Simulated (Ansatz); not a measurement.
`CO[SiH2][SiH3]` + H₂Se → `CO[SiH2][SeH]` + SiH₄ at 400 K and 1 bar (cleavage of the Si–Si bond).

Isolated molecules relaxed with PBE0-D4/def2-TZVP in Ansatz; ΔE leaves out vibrations. CCSD(T)/CBS is the MP2 limit (def2-TZVPP, def2-QZVPP) plus CCSD(T) − MP2 in def2-TZVPP, frozen cores. This one scheme is used for every species. For Se outer-core shells are correlated without core-valence functions, which leaves a few kJ/mol of doubt a bond. Scalar relativity is left out up to krypton. Each species was taken in one conformer, which may not be the lowest.

```tsv
species	CCSD(T)/CBS energy (Eh)	H − E (kJ/mol)	S (J/(mol·K))
`CO[SiH2][SiH3]`	-696.20864	256.4	398.7
H₂Se	-2401.89790	49.4	229.5
`CO[SiH2][SeH]`	-2806.67109	210.6	392.7
SiH₄	-291.46306	96.9	218.6
```

H − E and S are ideal-gas, rigid-rotor, harmonic terms from PBE0-D4/def2-TZVP, for one conformer and one mirror image of each species. 1 Eh = 2625.50 kJ/mol, R = 8.31446 J/(mol·K).

Q: By hand: ΔE, ΔH, ΔS and ΔG.

A: ΔE = (-2806.67109) + (-291.46306) − (-696.20864) − (-2401.89790) = -0.02761 Eh = -72.5 kJ/mol. Δ(H − E) = 210.6 + 96.9 − 256.4 − 49.4 = 1.7, so ΔH = -70.8 kJ/mol. ΔS = 392.7 + 218.6 − 398.7 − 229.5 = -16.9 J/(mol·K). ΔG = -70.8 − 400 × (-16.9)/1000 = -64.0 kJ/mol.

Q: By hand: the equilibrium constant, and the temperature at which ΔG would vanish if ΔH and ΔS stayed fixed.

A: log₁₀ K = −ΔG/(RT ln 10) = 8.4. ΔG = 0 at ΔH/ΔS = 4189 K, far beyond where these terms or the molecules hold.

ΔH outweighs TΔS. A doubt of 5 kJ/mol in ΔE shifts log₁₀ K by 0.7 here. Other conformers and mirror images would add mixing entropy, several J/(mol·K) or more a flexible species. Modes under 60 cm⁻¹, often nearly free rotors, make the harmonic entropy too high. These are equilibria of isolated gas molecules and say nothing of rates. Largest T1 diagnostic: 0.012 (customary marks: 0.02 for closed shells, 0.045 for open ones).
